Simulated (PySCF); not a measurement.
**Radial density of Re (rhenium, neutral)**

UHF, [Xe] 4f14 5d5 6s1 6p1, high-spin 8P determinant (an excited configuration). Computed with PySCF 2.14 in aug-cc-pVDZ-PP with ECP60MDF, with a scalar-relativistic core potential. This is the valence pseudo-density: the core potential removes the inner electrons and smooths the orbitals near the nucleus.

```tsv
r (bohr)	4πr²ρ (e/bohr)	4πr²(ρα − ρβ)
0.133	3.766e-05	0.0000
0.223	0.0003935	0.0001
0.375	0.04428	0.0054
0.631	3.021	0.2748
1.06	11.84	2.3931
1.79	4.982	3.0007
3.00	1.319	1.2910
5.05	0.2667	0.2667
8.50	0.01634	0.0163
14.3	3.880e-05	0.0000
```

Energies and moments cover only the electrons outside the core potential. Spin-orbit coupling, absent here, splits the open shell strongly.
